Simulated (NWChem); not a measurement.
# Basis-set convergence for HBrOSi

```xyz
4

Si    -0.9648    -0.9194     0.0000
Br     0.3364     0.9284     0.0000
O      0.2291    -2.0794     0.0000
H     -0.0992    -2.9876     0.0000
```
Charge 0, spin multiplicity 1.

The numbers come from NWChem runs, not from measurements. The geometry was optimised at PBE0/def2-SVP, a minimum by its harmonic frequencies. It is one conformer; others weren't searched.

Quantity: vertical ionisation energy at the level ΔPBE (Δ: difference of total energies, the cation a doublet at the parent's geometry with its hole in an orbital of symmetry a' (Cs labels); it is the state that the SCF runs reached, from PBE0 orbitals for Hartree-Fock references, and need not be the lowest).

The Hamiltonian is non-relativistic. The Pople sets run with spherical d functions. The structure started from a generated list of species. The stability of the SCF solutions was not checked.

The cost column gives rough processor time relative to 3-21G; each entry includes its own SCF.

Question: In aug-cc-pVTZ the value is 9.32 eV. Among 3-21G, cc-pVDZ, pcseg-1, 6-31G*, def2-SVP, 6-311G**, aug-cc-pVDZ, def2-SVPD, which is the smallest basis within 0.2 eV of it?

Answer: 3-21G, with 46 functions against 178 and about 2 % of the time (also within reach: cc-pVDZ, pcseg-1, 6-31G*, def2-SVP, 6-311G**, aug-cc-pVDZ, def2-SVPD). aug-cc-pVTZ isn't the basis-set limit itself, and a small set can land close by cancellation.

```csv
basis,functions,vertical ionisation energy (eV),relative cost
3-21G,46,9.13,1
cc-pVDZ,64,9.21,10
pcseg-1,64,9.36,under 3
6-31G*,66,9.28,under 3
def2-SVP,69,9.23,under 3
6-311G**,94,9.32,under 3
aug-cc-pVDZ,95,9.35,10
def2-SVPD,96,9.38,4
aug-cc-pVTZ,178,9.32,60
```
